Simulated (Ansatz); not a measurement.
The cluster Mg₅Zn⁻. Total charge -1; doublet. Geometry PBE/def2-SVPD.

```csv
atom,x (Å),y (Å),z (Å)
Mg1,0.9623,-0.4760,2.5514
Mg2,-1.5011,1.7598,-1.5299
Mg3,1.4069,-2.1824,0.0004
Mg4,-0.0468,-0.8172,-2.4479
Mg5,-0.0102,2.1291,1.1648
Zn6,-0.8111,-0.4134,0.2612
```

Another isomer (doublet) lies 0.04 eV lower at PBE0/def2-TZVPD; other spin states weren't run for this one.

Problem. Estimate the α-spin orbital energies around the gap (eV) in Ansatz with PBE/def2-TZVPD, revPBE/def2-TZVPD, r2SCAN/def2-TZVPD, PBE0/def2-TZVPD, ωB97X-V/def2-TZVPD.

Solution. 
```json
{"orbital": "HOMO−9", "PBE/def2-TZVPD": "-7.59", "revPBE/def2-TZVPD": "-7.55", "r2SCAN/def2-TZVPD": "-7.93", "PBE0/def2-TZVPD": "-10.37", "ωB97X-V/def2-TZVPD": "-12.89"}
{"orbital": "HOMO−8", "PBE/def2-TZVPD": "-7.58", "revPBE/def2-TZVPD": "-7.54", "r2SCAN/def2-TZVPD": "-7.92", "PBE0/def2-TZVPD": "-10.36", "ωB97X-V/def2-TZVPD": "-12.88"}
{"orbital": "HOMO−7", "PBE/def2-TZVPD": "-7.56", "revPBE/def2-TZVPD": "-7.52", "r2SCAN/def2-TZVPD": "-7.90", "PBE0/def2-TZVPD": "-10.35", "ωB97X-V/def2-TZVPD": "-12.87"}
{"orbital": "HOMO−6", "PBE/def2-TZVPD": "-5.08", "revPBE/def2-TZVPD": "-5.04", "r2SCAN/def2-TZVPD": "-5.48", "PBE0/def2-TZVPD": "-6.31", "ωB97X-V/def2-TZVPD": "-9.11"}
{"orbital": "HOMO−5", "PBE/def2-TZVPD": "-2.73", "revPBE/def2-TZVPD": "-2.69", "r2SCAN/def2-TZVPD": "-2.93", "PBE0/def2-TZVPD": "-3.63", "ωB97X-V/def2-TZVPD": "-5.75"}
{"orbital": "HOMO−4", "PBE/def2-TZVPD": "-2.58", "revPBE/def2-TZVPD": "-2.54", "r2SCAN/def2-TZVPD": "-2.76", "PBE0/def2-TZVPD": "-3.46", "ωB97X-V/def2-TZVPD": "-5.54"}
{"orbital": "HOMO−3", "PBE/def2-TZVPD": "-1.37", "revPBE/def2-TZVPD": "-1.33", "r2SCAN/def2-TZVPD": "-1.50", "PBE0/def2-TZVPD": "-1.91", "ωB97X-V/def2-TZVPD": "-3.47"}
{"orbital": "HOMO−2", "PBE/def2-TZVPD": "-0.69", "revPBE/def2-TZVPD": "-0.65", "r2SCAN/def2-TZVPD": "-0.74", "PBE0/def2-TZVPD": "-1.17", "ωB97X-V/def2-TZVPD": "-2.47"}
{"orbital": "HOMO−1", "PBE/def2-TZVPD": "-0.62", "revPBE/def2-TZVPD": "-0.58", "r2SCAN/def2-TZVPD": "-0.66", "PBE0/def2-TZVPD": "-1.10", "ωB97X-V/def2-TZVPD": "-2.36"}
{"orbital": "HOMO", "PBE/def2-TZVPD": "-0.10", "revPBE/def2-TZVPD": "-0.09", "r2SCAN/def2-TZVPD": "-0.36", "PBE0/def2-TZVPD": "-0.61", "ωB97X-V/def2-TZVPD": "-1.84"}
{"orbital": "LUMO", "PBE/def2-TZVPD": "0.64", "revPBE/def2-TZVPD": "0.66", "r2SCAN/def2-TZVPD": "0.64", "PBE0/def2-TZVPD": "1.07", "ωB97X-V/def2-TZVPD": "2.38"}
{"orbital": "LUMO+1", "PBE/def2-TZVPD": "0.65", "revPBE/def2-TZVPD": "0.67", "r2SCAN/def2-TZVPD": "0.65", "PBE0/def2-TZVPD": "1.09", "ωB97X-V/def2-TZVPD": "2.45"}
{"orbital": "LUMO+2", "PBE/def2-TZVPD": "1.05", "revPBE/def2-TZVPD": "1.07", "r2SCAN/def2-TZVPD": "1.10", "PBE0/def2-TZVPD": "1.47", "ωB97X-V/def2-TZVPD": "2.77"}
{"orbital": "LUMO+3", "PBE/def2-TZVPD": "1.15", "revPBE/def2-TZVPD": "1.17", "r2SCAN/def2-TZVPD": "1.22", "PBE0/def2-TZVPD": "1.57", "ωB97X-V/def2-TZVPD": "2.83"}
{"orbital": "LUMO+4", "PBE/def2-TZVPD": "1.35", "revPBE/def2-TZVPD": "1.37", "r2SCAN/def2-TZVPD": "1.37", "PBE0/def2-TZVPD": "1.77", "ωB97X-V/def2-TZVPD": "3.06"}
{"orbital": "LUMO+5", "PBE/def2-TZVPD": "1.55", "revPBE/def2-TZVPD": "1.56", "r2SCAN/def2-TZVPD": "1.65", "PBE0/def2-TZVPD": "1.96", "ωB97X-V/def2-TZVPD": "3.21"}
{"orbital": "β HOMO", "PBE/def2-TZVPD": "-0.54", "revPBE/def2-TZVPD": "-0.50", "r2SCAN/def2-TZVPD": "-0.58", "PBE0/def2-TZVPD": "-1.01", "ωB97X-V/def2-TZVPD": "-2.28"}
{"orbital": "β LUMO", "PBE/def2-TZVPD": "0.33", "revPBE/def2-TZVPD": "0.38", "r2SCAN/def2-TZVPD": "0.45", "PBE0/def2-TZVPD": "0.84", "ωB97X-V/def2-TZVPD": "2.16"}
```
